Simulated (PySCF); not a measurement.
C₉H₉FO₂.
Atom-mapped SMILES: `[CH3:1][CH2:2][O:3][C:4](=[O:5])[c:6]1[cH:7][cH:8][c:9]([F:10])[cH:11][cH:12]1`

NICS = −σ at a ghost point: NICS(0) at the centroid of the ring atoms, NICS(1) 1 Å to either side along the normal of their mean plane, zz for the tensor component along that normal. Level: GIAO PBE0/pcSseg-1 (PySCF, non-relativistic, gas phase) on the GFN2-xTB geometry, one conformer.

Ring bond lengths (Å), with Mayer bond orders in brackets: C6–C7 1.393 (1.42), C7–C8 1.381 (1.42), C8–C9 1.385 (1.41), C9–C11 1.385 (1.42), C11–C12 1.381 (1.41), C12–C6 1.393 (1.37).

Problem. What do the NICS probes read (ppm)?

Solution. 
```
               ring                                              type  NICS(0)  NICS(1), two faces  NICS(1)zz, two faces  rms pucker (Å)  centre to ring atoms, mean (Å)
C6–C7–C8–C9–C11–C12  6-membered carbocycle; formal bonds all aromatic     -9.8       -11.2 / -11.2         -26.7 / -26.7            0.00                            1.39
```

Problem. What can be read from them?

Solution. 
- C6–C7–C8–C9–C11–C12: mean NICS(1)zz -26.7 ppm, shielded, aromatic by this magnetic criterion (flat ring, no four-coordinate atom).

Problem. What does the geometric index give? Use HOMA with the parameters of Krygowski (1993).

Solution. 
- C6–C7–C8–C9–C11–C12: HOMA 0.99 = 1 − EN − GEO, with mean bond length 1.386 Å, EN = α(Ropt − mean)² = 0.001 and GEO = α × variance = 0.006. The geometric and the magnetic index point the same way.

Problem. List the ring angles and the Hirshfeld charges of the ring atoms.

Solution. 
- C6–C7–C8–C9–C11–C12: C6 120.0° (-0.029 e), C7 120.4° (-0.030 e), C8 118.5° (-0.062 e), C9 122.2° (+0.100 e), C11 118.8° (-0.064 e), C12 120.1° (-0.037 e); sum 720.0° against 720° for a flat convex ring.

Problem. How shielded are the nuclei of the rings and their hydrogens (means over atoms taken as equivalent)?

Solution. 
| atoms | environment | σ isotropic (ppm) |
| --- | --- | --- |
| C6 | substituted aromatic carbon | 56.0 |
| C7 (×2) | aromatic CH carbon | 47.8 |
| C8 (×2) | aromatic CH carbon | 66.1 |
| C9 | aromatic C–F carbon | 10.6 |
| H on C7 (×2) | aromatic hydrogen | 23.14 |
| H on C8 (×2) | aromatic hydrogen | 24.32 |

Shape of the structure used: `[CH3:1][CH2:2][O:3][C:4](=[O:5])[c:6]1[cH:7][cH:8][c:9]([F:10])[cH:11][cH:12]1`: C1–C2–O3–C4 180°, C2–O3–C4–O5 0°, O3–C4–C6–C7 180°.
